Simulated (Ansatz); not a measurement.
C₄H₈BN (`BCC1CC=N1`). The species carries charge 0 and has multiplicity 1. The structure was optimised at the PBE0-D4/def2-TZVP level. It is one conformer, not always the lowest.

```xyz
14

B     1.324    1.154   -1.523
C     0.275    0.092   -1.088
C     0.261   -0.250    0.382
C    -0.898   -1.116    0.945
C    -1.161    0.150    1.694
N    -0.217    0.878    1.233
H     2.316    1.333   -0.876
H     1.191    1.751   -2.552
H     0.575   -0.800   -1.669
H    -0.734    0.331   -1.444
H     1.253   -0.578    0.710
H    -0.620   -1.990    1.540
H    -1.660   -1.406    0.217
H    -1.905    0.451    2.432
```

What is the dipole moment at ωB97M-V/def2-TZVPP? (Best estimate.)

Ansatz gave: 2.78 D, with components (-1.12, -2.54, -0.19) D in this frame, pointing from negative to positive charge.

And with PBE, r2SCAN, B3LYP? (An estimate is asked.)

Computed: PBE 2.78 D, r2SCAN 2.81 D, B3LYP 2.77 D.

Give the Mulliken charges with ωB97M-V, r2SCAN, PBE in def2-TZVPP. (An estimate is asked.)

Ansatz gave: 
```csv
atom,ωB97M-V,r2SCAN,PBE
B1,-0.16,0.00,-0.06
C2,-0.19,-0.12,-0.17
C3,0.04,0.22,0.11
C4,-0.20,-0.10,-0.12
C5,-0.03,0.03,-0.07
N6,-0.23,-0.30,-0.19
H7,0.07,0.00,0.01
H8,0.07,0.00,0.02
H9,0.10,0.04,0.07
H10,0.10,0.04,0.08
H11,0.10,0.03,0.06
H12,0.10,0.04,0.07
H13,0.10,0.04,0.07
H14,0.12,0.07,0.10
```

B3LYP here is the variant with VWN-RPA as its local correlation; programs differ in this.
